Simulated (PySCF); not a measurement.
## HfOCl, doublet: molecular constants

All numbers come from UPBE0/[Hf def2-TZVP with ECP60, O def2-TZVP, Cl def2-TZVP], scalar-relativistic core potentials, density fitting, no spin–orbit coupling, PySCF.

The structure is a minimum.

Coordinates in bohr (charge 0 multiplicity 2):
```
Hf   -0.3656    0.0000   -0.5117
O    -3.0709    0.0000    1.3451
Cl    3.2868    0.0000    2.0200
```

- Point group: Cs
- Bond lengths: Hf–Cl 2.352 Å, Hf–O 1.736 Å
- Bond angles: Cl–Hf–O 110.8°
- Atomisation energy without zero-point energy: 1212 kJ/mol
- Rotational symmetry number: 1
- Highest occupied level (α): -5.91 eV
- Entropy at 298.15 K and 1 bar (electronic part: spin only): 304.9 J/(mol K)
- Principal quadrupole moments (Buckingham, traceless) about the centre of mass: -9.77, 4.34, 5.43 D Å
- Enthalpy at 298.15 K above 0 K: 12.52 kJ/mol
- Heat capacity Cp at 298.15 K: 49.3 J/(mol K)
- Zero-point energy: 9.0 kJ/mol
- Spin squared ⟨S²⟩: 0.753
- Lowest empty level (β): -3.08 eV
- Principal polarisabilities: 66.8, 86.7, 90.0 bohr³
- Dipole moment: 4.57 D
- Rotational constants: 0.4802, 0.09318, 0.07804 cm⁻¹

Harmonic modes (masses in u: Hf 179.947, O 15.995, Cl 34.969):
```tsv
symmetry	ω (cm⁻¹)	IR (km/mol)	type
a'	171	13.3	bend
a'	368	50.2	stretch
a'	965	160	stretch
```

Charges (e):
```tsv
atom	Mulliken	Löwdin	polar tensor	spin (Mulliken)	Mayer order to Hf1
Hf1	0.89	0.30	1.41	1.08	–
O2	-0.52	-0.31	-0.87	-0.06	2.22
Cl3	-0.37	0.02	-0.54	-0.01	1.08
```

Mulliken populations on Hf1 (electrons outside its core potential): s 2.81, p 6.27, d 1.93, f 0.09.

Formally Hf is in oxidation state +3, d1, with 1 unpaired electron. The Mulliken spin on Hf is 1.08. The polar-tensor charge on Hf, 1.41, is far below the formal one.

Only a few start shapes were tried, so a lower isomer may exist. Other spin states or occupations of the open shell can lie lower. With an element this heavy the missing spin–orbit coupling can shift these numbers.

The final relaxation and frequency run took 52 s on 4 threads of a shared Arm Neoverse V1 host, with 108 basis functions and 14 gradients; the process peaked at 0.98 GiB.
